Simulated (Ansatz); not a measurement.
CH₅InSn (`[CH2]1[InH][SnH2]1`), relaxed with RKS PBE0-D4/def2-TZVP in Ansatz from a GFN2-xTB geometry. The force threshold is 0.005 eV/Å; the program also tests the step.

The species carries charge 0 and has multiplicity 1. In, Sn takes the def2 core potential.

Start:

```xyz
8

C    -0.012    0.150    0.592
In    1.004   -1.869    0.255
Sn   -0.882    0.909   -1.440
H    -0.702   -0.177    1.373
H     0.838    0.656    1.053
H     1.718   -3.560   -0.313
H     0.130    2.317   -1.164
H    -2.094    1.574   -0.356
```

**Question.** How much energy does the relaxation release, and in how many steps? (An estimate is asked.)

**Answer.** Ansatz gave: 109.87 kJ/mol, in 20 steps, 3 of them rejected.

**Question.** Which bonds change most? (Estimate.)

**Answer.** Ansatz gave: In2–Sn3 from 3.761 to 2.732 Å; In2–H6 from 1.921 to 1.702 Å; C1–In2 from 2.285 to 2.151 Å; C1–Sn3 from 2.337 to 2.234 Å.

**Question.** Give the relaxed structure. (Estimate.)

**Answer.** The calculation gave: 
```xyz
8

C     0.162    0.112    1.007
In    0.679   -1.570   -0.232
Sn   -0.558    0.738   -1.013
H    -0.591   -0.076    1.772
H     1.003    0.662    1.432
H     1.326   -3.112   -0.549
H     0.223    2.196   -1.470
H    -2.243    1.049   -0.946
```
